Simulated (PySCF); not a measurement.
Si(H)(F)2(Et) (C2H6F2Si), SMILES CC[SiH](F)F.

Geometry optimised at PBE0-D3(BJ)/def2-SVP. The values are those of a single conformer.

All values below come from TDA-LC-ωPBE/def2-SVPD (PySCF).

Vertical excitations. Isolated molecule, no solvent. State labels are in the subgroup Cs.

```
state  symmetry  energy (eV)  λ (nm)      f                                                               main pairs
-----  --------  -----------  ------  -----  -----------------------------------------------------------------------
S1           A"         8.77     141  0.006                                                         HOMO→LUMO+2 87 %
S2           A'         8.94     139  0.039                                         HOMO→LUMO 65 %, HOMO→LUMO+1 14 %
S3           A'         9.34     133  0.067                                         HOMO→LUMO+1 62 %, HOMO→LUMO 21 %
S4           A"        10.16     122  0.000                                                         HOMO−1→LUMO 81 %
S5           A'        10.21     121  0.106                     HOMO→LUMO+3 54 %, HOMO−2→LUMO 17 %, HOMO→LUMO+1 11 %
S6           A'        10.67     116  0.229  HOMO→LUMO+5 29 %, HOMO→LUMO+4 23 %, HOMO−2→LUMO+1 21 %, HOMO−2→LUMO 8 %
S7           A"        10.68     116  0.024                                     HOMO→LUMO+6 70 %, HOMO−2→LUMO+2 11 %
S8           A"        10.83     114  0.000                 HOMO−1→LUMO+1 36 %, HOMO−2→LUMO+2 26 %, HOMO→LUMO+6 18 %
S9           A'        10.86     114  0.056                     HOMO→LUMO+4 38 %, HOMO→LUMO+5 23 %, HOMO→LUMO+8 10 %
S10          A'        10.96     113  0.140   HOMO−2→LUMO 38 %, HOMO→LUMO+3 19 %, HOMO−3→LUMO 11 %, HOMO→LUMO+4 10 %
T1           A"         8.19     151      0                                                         HOMO→LUMO+2 77 %
T2           A'         8.36     148      0      HOMO→LUMO 33 %, HOMO→LUMO+1 29 %, HOMO→LUMO+4 12 %, HOMO→LUMO+5 7 %
T3           A'         8.85     140      0                        HOMO→LUMO 43 %, HOMO→LUMO+1 31 %, HOMO→LUMO+3 7 %
T4           A'         9.33     133      0    HOMO→LUMO+4 30 %, HOMO→LUMO+5 15 %, HOMO→LUMO+3 10 %, HOMO→LUMO+1 7 %
```
Triplets are in the Tamm–Dancoff approximation.
